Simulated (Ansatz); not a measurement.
`COc1ccc(C(F)(F)C(F)(F)OC)cc1` was relaxed with PBE-D4 (def2-SVP) in Ansatz in these states: charge +1 doublet, charge -1 doublet, neutral singlet. The geometries follow in no particular order.

A:

```xyz
26

C    -2.415   -3.494   -1.451
O    -1.023   -3.240   -1.466
C    -0.540   -2.225   -0.703
C    -1.333   -1.391    0.113
C    -0.727   -0.373    0.862
C     0.661   -0.178    0.815
C     1.302    0.939    1.597
F     2.563    0.588    2.001
F     0.571    1.237    2.716
C     1.451    2.262    0.790
F     2.090    3.202    1.554
F     2.281    2.030   -0.282
O     0.226    2.681    0.396
C     0.197    3.898   -0.361
C     1.450   -1.009   -0.006
C     0.858   -2.023   -0.757
H    -3.001   -2.621   -1.815
H    -2.776   -3.765   -0.433
H    -2.585   -4.349   -2.131
H    -2.421   -1.527    0.174
H    -1.342    0.278    1.499
H     0.600    4.744    0.233
H     0.780    3.794   -1.299
H    -0.864    4.085   -0.602
H     2.538   -0.858   -0.045
H     1.456   -2.686   -1.398
```

B:

Cartesian coordinates in Å:
```
C 0.8469 4.2405 -1.0676
O 1.6825 3.3610 -0.3870
C 1.3166 2.0093 -0.3955
C 0.1874 1.4709 -1.0394
C -0.0960 0.0962 -0.9940
C 0.7860 -0.8074 -0.2546
C 0.4674 -2.2210 -0.1000
F 1.5195 -2.9513 0.4316
F 0.1210 -2.8591 -1.3531
C -0.7455 -2.5900 0.8003
F -0.9274 -3.9706 0.9258
F -0.4811 -2.1857 2.0977
O -1.8910 -2.0142 0.3378
C -3.0161 -2.1029 1.2009
C 1.9276 -0.2319 0.3817
C 2.2044 1.1251 0.3245
H -0.2012 4.2457 -0.6648
H 0.7662 4.0080 -2.1628
H 1.2722 5.2606 -0.9566
H -0.4932 2.1271 -1.6069
H -0.9682 -0.3075 -1.5256
H -3.2424 -3.1605 1.4621
H -2.8590 -1.5270 2.1383
H -3.8708 -1.6712 0.6463
H 2.6041 -0.8974 0.9416
H 3.0902 1.5534 0.8192
```

C:

Cartesian coordinates in Å:
```
C 1.6458 3.0529 -2.8285
O 2.0748 1.7630 -2.3447
C 1.2615 0.9391 -1.7159
C -0.1145 1.2173 -1.4313
C -0.8620 0.2608 -0.7692
C -0.2716 -0.9823 -0.3876
C -1.1076 -2.0147 0.3417
F -0.6954 -3.2664 0.0274
F -2.4174 -1.8822 0.0146
C -0.9628 -1.8246 1.8904
F -1.7318 -2.7219 2.5401
F 0.3386 -2.0926 2.2266
O -1.3031 -0.5376 2.1671
C -1.3478 -0.1720 3.5638
C 1.0961 -1.2537 -0.6568
C 1.8605 -0.3091 -1.3148
H 1.3131 3.6856 -1.9811
H 0.8288 2.9294 -3.5675
H 2.5334 3.4960 -3.3103
H -0.5722 2.1685 -1.7344
H -1.9210 0.4382 -0.5359
H -2.1436 -0.7432 4.0837
H -0.3681 -0.3669 4.0456
H -1.5832 0.9062 3.5866
H 1.5294 -2.2161 -0.3509
H 2.9203 -0.4738 -1.5586
```

Question: Judge from the bond lengths which geometry belongs to which state (an estimate).

Answer: A is the neutral singlet (C7–F9 1.369 Å, O2–C3 1.359 Å, C5–C6 1.402 Å); B is the charge -1 doublet (C7–F9 1.448 Å, O2–C3 1.400 Å, C5–C6 1.463 Å); C is the charge +1 doublet (C7–F9 1.356 Å, O2–C3 1.317 Å, C5–C6 1.428 Å).

At PBE-D4/def2-SVP the highest occupied level of the relaxed charge -1 doublet lies above zero (up to 3.03 eV). By energy differences it is unbound by 0.92 eV (each at its own geometry, against the charge 0 singlet, at PBE-D4/def2-SVP) and held by the finite basis.
